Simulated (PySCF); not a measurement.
Diisobutylene, C8H16.
Bonds: C1–C2 (double), C2–C3, C2–C4, C4–C5, C5–C6, C5–C7, C5–C8. Hydrogens: H9, H10 on C1; H11, H12, H13 on C3; H14, H15 on C4; H16, H17, H18 on C6; H19, H20, H21 on C7; H22, H23, H24 on C8.

Method: PBE0-D3(BJ)/def2-SVP geometry optimisation, gas phase in PySCF 2.14.0; density fitting, grid level 2; the optimiser is geomeTRIC in internal coordinates, started from a GFN2-xTB structure.

Step 0: E = -8541.0301 eV
```
atom  x, y, z in Å  |  force x, y, z in eV/Å
C1      2.1209    1.2914   -0.0204    0.173   0.314   0.115
C2      1.5778    0.1221   -0.3234   -0.228  -0.760  -0.321
C3      2.3154   -1.1658   -0.1066   -0.142   0.493   0.007
C4      0.2193    0.0114   -0.9640    0.005   0.170   0.526
C5     -0.9823    0.0466    0.0102   -0.157  -0.041  -0.003
C6     -1.0644    1.3985    0.7191    0.045  -0.519  -0.233
C7     -2.2582   -0.1664   -0.8107    0.514   0.076   0.300
C8     -0.8726   -1.0611    1.0587   -0.042   0.414  -0.378
H9      1.6196    2.2237   -0.2171   -0.331   0.517  -0.161
H10     3.0953    1.3652    0.4335    0.558  -0.019   0.268
H11     1.7105   -1.8789    0.4489   -0.213  -0.346   0.206
H12     2.5525   -1.6175   -1.0709    0.082  -0.243  -0.343
H13     3.2448   -0.9974    0.4317    0.378  -0.011   0.209
H14     0.1705   -0.9238   -1.5265   -0.054  -0.261  -0.262
H15     0.0921    0.8341   -1.6716   -0.068   0.193  -0.280
H16    -1.9361    1.4299    1.3696   -0.364   0.040   0.272
H17    -0.1785    1.5657    1.3261    0.329   0.142   0.259
H18    -1.1489    2.2068   -0.0041   -0.037   0.402  -0.275
H19    -3.1353   -0.1289   -0.1681   -0.398   0.011   0.241
H20    -2.3593    0.6054   -1.5709   -0.083   0.313  -0.348
H21    -2.2404   -1.1349   -1.3063   -0.030  -0.410  -0.242
H22    -0.0152   -0.8930    1.7059    0.360   0.000   0.306
H23    -1.7663   -1.0778    1.6798   -0.345  -0.031   0.286
H24    -0.7730   -2.0356    0.5847    0.049  -0.445  -0.148
```

Q: Estimate the geometry and energy of step 1. (The exact step hangs on the optimiser's Hessian estimate; all steps are aligned on step 0, rigid shifts and turns removed.)

A: E = -8541.0992 eV, largest force 0.112 eV/Å
```
atom  x, y, z in Å  |  force x, y, z in eV/Å
C1      2.1598    1.2968   -0.0305    0.029   0.059  -0.003
C2      1.5948    0.1213   -0.3329   -0.025   0.051   0.041
C3      2.3174   -1.1723   -0.1062    0.033  -0.088  -0.010
C4      0.2209    0.0383   -0.9512   -0.012  -0.049  -0.100
C5     -0.9893    0.0491    0.0168    0.024   0.006  -0.010
C6     -1.0956    1.3984    0.7245    0.006   0.077   0.033
C7     -2.2498   -0.1793   -0.8175   -0.083  -0.003  -0.037
C8     -0.8727   -1.0565    1.0644    0.004  -0.066   0.054
H9      1.6535    2.2446   -0.2372    0.016  -0.022   0.002
H10     3.1544    1.3534    0.4230   -0.023  -0.006  -0.007
H11     1.7083   -1.8881    0.4691    0.016   0.026  -0.014
H12     2.5369   -1.6588   -1.0736   -0.013   0.005   0.033
H13     3.2698   -1.0234    0.4231   -0.013  -0.003  -0.011
H14     0.1590   -0.8858   -1.5548    0.000   0.047   0.014
H15     0.0874    0.8771   -1.6561    0.004  -0.024   0.025
H16    -1.9791    1.4240    1.3831    0.018  -0.009  -0.015
H17    -0.2066    1.5957    1.3426   -0.020   0.002  -0.006
H18    -1.1935    2.2243   -0.0001   -0.003  -0.029   0.016
H19    -3.1510   -0.1490   -0.1831    0.021  -0.003  -0.022
H20    -2.3606    0.5961   -1.5937    0.007  -0.019   0.021
H21    -2.2277   -1.1593   -1.3225    0.015   0.023   0.015
H22     0.0003   -0.9019    1.7185   -0.022  -0.001  -0.018
H23    -1.7682   -1.0746    1.7071    0.021   0.000  -0.015
H24    -0.7803   -2.0503    0.5949   -0.001   0.026   0.013
```

The energy changes by -0.0691 eV. The first-order estimate −F·Δx gives -0.1450 eV and the mean of the old and new forces, exact on a quadratic surface, -0.0694 eV. The step makes an angle of 70° with the force vector and moves no atom by more than 0.061 Å.

What follows is the cost of the whole optimisation. The run took 72 s wall on one thread, AMD EPYC 9R45 (x86_64), shared host with 96 logical CPUs at a one-minute load of 59, and the process peaked at 0.87 GiB of memory.
